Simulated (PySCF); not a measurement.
Isomers of C6H9O2P, mass 144.034 u with the commonest isotopes. Method: PySCF, PBE0-D3(BJ)/def2-SVP geometry optimisation, gas phase. One conformer each, none proved a minimum here; rigid rotors.

Task: Order these by out-of-plane moment Σ m c² = (Ia + Ib − Ic)/2, smallest first.
A. `[CH3:1][P:2]([CH2:3][OH:4])[c:5]1[cH:6][cH:7][cH:8][o:9]1` with C1–P2–C3–O4 42°, P2–C3–O4–H 55°, C1–P2–C5–C6 125°
B. `[CH:1]#[C:2][P:3]1(=[O:4])[CH2:5][CH2:6][O:7][CH2:8][CH2:9]1` with C2–P3–C5–C6 -64°, P3–C5–C6–O7 -56°, C5–C6–O7–C8 69°, C6–O7–C8–C9 -69°
C. `[CH:1]#[C:2][CH2:3][P@:4](=[O:5])([OH:6])[CH2:7][CH:8]=[CH2:9]` with C2–C3–P4–O5 -70°, C3–P4–O6–H 145°, C3–P4–C7–C8 -179°, P4–C7–C8–C9 -110°

Result: A (65.24 u·Å²), C (70.77 u·Å²), B (106.69 u·Å²).

Task: Order these by rotational constant A, smallest first.
A. `[CH3:1][P:2]([CH2:3][OH:4])[c:5]1[cH:6][cH:7][cH:8][o:9]1` with C1–P2–C3–O4 42°, P2–C3–O4–H 55°, C1–P2–C5–C6 125°
B. `[CH:1]#[C:2][CH2:3][P@:4](=[O:5])([OH:6])[CH2:7][CH:8]=[CH2:9]` with C2–C3–P4–O5 -70°, C3–P4–O6–H 145°, C3–P4–C7–C8 -179°, P4–C7–C8–C9 -110°
C. `[CH:1]#[C:2][P:3]1(=[O:4])[CH2:5][CH2:6][O:7][CH2:8][CH2:9]1` with C2–P3–C5–C6 -64°, P3–C5–C6–O7 -56°, C5–C6–O7–C8 69°, C6–O7–C8–C9 -69°

Result: C (1916 MHz), B (2178 MHz), A (2430 MHz).

Task: Order these by dipole moment, smallest first.
A. `[CH:1]#[C:2][P:3]1(=[O:4])[CH2:5][CH2:6][O:7][CH2:8][CH2:9]1` with C2–P3–C5–C6 -64°, P3–C5–C6–O7 -56°, C5–C6–O7–C8 69°, C6–O7–C8–C9 -69°
B. `[CH3:1][P:2]([CH2:3][OH:4])[c:5]1[cH:6][cH:7][cH:8][o:9]1` with C1–P2–C3–O4 42°, P2–C3–O4–H 55°, C1–P2–C5–C6 125°
C. `[CH:1]#[C:2][CH2:3][P@:4](=[O:5])([OH:6])[CH2:7][CH:8]=[CH2:9]` with C2–C3–P4–O5 -70°, C3–P4–O6–H 145°, C3–P4–C7–C8 -179°, P4–C7–C8–C9 -110°

Result: B (2.01 D), C (2.50 D), A (3.85 D).

```tsv
SMILES	point group	Ia (u·Å²)	Ib (u·Å²)	Ic (u·Å²)	κ	μa (D)	μb (D)	μc (D)
C#CC[P@](=O)(O)CC=C	C1	232.02	553.96	644.44	-0.82	0.51	0.60	2.37
C#CP1(=O)CCOCC1	Cs	263.73	408.91	459.26	-0.67	2.00	3.29	0.00
CP(CO)c1ccco1	C1	207.98	487.03	564.54	-0.81	2.00	0.11	0.18
```
